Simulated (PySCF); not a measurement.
Identify the compound

An unknown has the formula C₄H₁₁N₂PSi. Its calculated NMR data are:

$^{1}$H NMR (400 MHz, computed): δ 9.06 (m, 2H), 4.94 (m, 3H), 2.79 (m, 6H).

$^{13}$C{$^{1}$H} NMR (computed): δ 164.9, 37.3.

Theoretical values (PySCF): coordinates at the PBE0-D3(BJ)/def2-SVP level, KT2/pcSseg-1 with gauge-including orbitals. Single conformer, non-relativistic, fast rotation and ring inversion assumed for equivalent nuclei, no solvent.

Chemical shifts δ = σref − σ; TMS for $^{1}$H (31.18 ppm), $^{13}$C (183.22 ppm), all at this level.

Task: Deduce the structure.

Result: 
- 2 carbon signals for 4 carbons: some carbons are equivalent by symmetry or fast rotation.
- Carbon types of the structure: 2 × CH, 2 × CH3, leaving 3 H on heteroatoms.
- δC 164.9: alkene CH; as expected for a trigonal carbon in a double bond.
- δC 37.3: methyl carbon bonded to N; deshielded by the electronegative neighbour.
- δH 9.06: hydrogen on an alkene CH.
- δH 4.94: hydrogen on a silicon bonded to N.
- δH 2.79: hydrogen on a methyl carbon bonded to N; its carbon carries N, which withdraws density.

These data were computed for SMILES CN(C)P1(=N[SiH3])C=C1.

The shifts were computed for this structure.

Splittings by $^{31}$P in the carbon and heteronuclear signals aren't shown, as no couplings were computed. Shifts are as computed. Against solution values, carbons near 30 ppm lie about +2 ppm off and those near 130 ppm about -5 ppm. Of 1211 compounds with measured shifts, 218 miss one by over three times the rms of a fit or turn the order of signals round; such compounds aren't used in these exercises. No couplings were computed; multiplicities are counted from neighbouring protons, with m where these are inequivalent, close in shift, in a saturated or five-membered ring or joined by F or P, and br s for small geminal =CH2 splittings.
